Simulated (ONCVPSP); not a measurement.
## Ce: one change to an ONCV potential, before and after

* Element: cerium (Ce)
* Generator: ONCVPSP 4.0.1
* Type: optimised norm-conserving Vanderbilt (ONCV)
* Functional: PBEsol
* Relativity: scalar-relativistic
* Frozen core: [Kr] 4d10
* Valence charge: 12
* Reference configuration: 4f1 5s2 5p6 5d1 6s2
* Partial waves: 5s+6s: rc 2.45 bohr, ncon 3, nbas 7, qcut 5.2 1/bohr, 2 projectors; 5p: rc 2.75 bohr, ncon 4, nbas 7, qcut 6 1/bohr, 1 projector; 5d: rc 2.70 bohr, ncon 4, nbas 7, qcut 3 1/bohr, 1 projector; 4f: rc 1.30 bohr, ncon 4, nbas 8, qcut 11.5 1/bohr, local
* Local potential: the f channel
* Core correction: Teter function, fcfact 1.75, rcfact 1.25

All-electron outer shells of the reference configuration (PBEsol, scalar-relativistic, ld1.x):

```csv
shell,level (eV),outermost node (bohr),outermost maximum (bohr)
4d,-110.40,0.31,0.66
5s,-40.61,0.75,1.37
5p,-23.22,0.81,1.55
4f,-5.42,–,0.71
6s,-3.77,1.82,3.72
5d,-3.07,0.92,2.18
```

Change: f: rc 1.06.

Cutoffs: the cutoffs (Ha) at which the residual kinetic energy of the hardest occupied pseudo-wave falls to 1 and 0.1 mHa per electron; they do not see the model core or the augmentation charge, which bear on the density cutoff. Errors are all-electron minus pseudo energies relative to the spin-unpolarised reference configuration.

Question: Predict the effect on cutoff, ghosts and configuration errors.

Answer: The potential gets harder (63 Ha and 114 Ha → 222 Ha and 259 Ha); both files keep a bound ghost (d, p, s); the errors of the 4 common tests hardly move. A smaller radius makes the pseudo-wave follow the all-electron one further in, where it bends more sharply, so more plane waves are needed.

| quantity | base | changed |
| --- | --- | --- |
| cutoff, loose | 63 Ha | 222 Ha |
| cutoff, tight | 114 Ha | 259 Ha |
| loose cutoff by channel | s 8.6 Ha, p 5.5 Ha, d 9.4 Ha, f 63 Ha | s 8.6 Ha, p 5.5 Ha, d 9.4 Ha, f 222 Ha |
| bound ghosts | s, p, d | s, p, d |
| GHOST(+) flags under 300 eV | none | none |
| error for 4f1 5s2 5p6 5d1 6s1, meV [ΔE 6.10 eV] | -1.7 | -1.6 |
| error for 4f1 5s2 5p6 5d1 6s0, meV [ΔE 17.14 eV] | -6.9 | -6.1 |
| error for 4f1 5s2 5p6 5d0 6s0, meV [ΔE 36.28 eV] | +4.8 | +5.0 |
| error for 4f1 5s2 5p6 5d1 6s1 6p1, meV [ΔE 2.48 eV] | +37 | +39 |
| s: phases at 2.49 bohr within 0.05 rad from the reference energy up to (Ha; the scan ends near 5) | 3.3 | 3.5 |
| p: phases at 2.79 bohr within 0.05 rad from the reference energy up to (Ha; the scan ends near 5) | 0.2 | 0.1 |
| d: phases at 2.74 bohr within 0.05 rad from the reference energy up to (Ha; the scan ends near 5) | 1.3 | 1.5 |
| rms error of d²Exc/dni dnj with the model core, mHa | 8.88 | 9.21 |

 A true bound ghost makes a file unfit for plane-wave use even where its test errors are small: the radial tests pick states by their node count and pass the ghost by.
